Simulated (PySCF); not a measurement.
**Antimony: a sound run and one with changed settings**

Sound run: Sb [Kr] 4d10 5s2 5p3, Sb⁺ [Kr] 4d10 5s2 5p2. Computed with PySCF 2.14 in cc-pVDZ-PP with ECP28MDF, with scalar relativity through the core potential. The sound run starts from symmetry-adapted Hartree-Fock orbitals and uses a fine grid where one is needed.

Changed run: 6 angular points. This setting is unsound on purpose.

```
species  method  sound run (hartree)  changed run (hartree)  converged
     Sb     UHF           -239.27266             -239.27266        yes
     Sb     PBE           -240.20044             -240.67300        yes
     Sb    MN15           -239.65659             -239.66511        yes
    Sb⁺     UHF           -238.95660             -238.95660        yes
    Sb⁺     PBE           -239.87148             -240.36072        yes
    Sb⁺    MN15           -239.32545             -239.33190        yes
```

Ionisation energy of Sb:

```tsv
method	sound run (eV)	changed run (eV)
UHF	8.600	8.600
PBE	8.952	8.498
MN15	9.011	9.067
```

A coarse angular grid integrates products of high-l functions wrongly, so density functionals can shift, and the SCF can exploit the error; Hartree-Fock and MP2 need no grid.

For comparison, NIST gives 8.608 eV between the lowest levels.
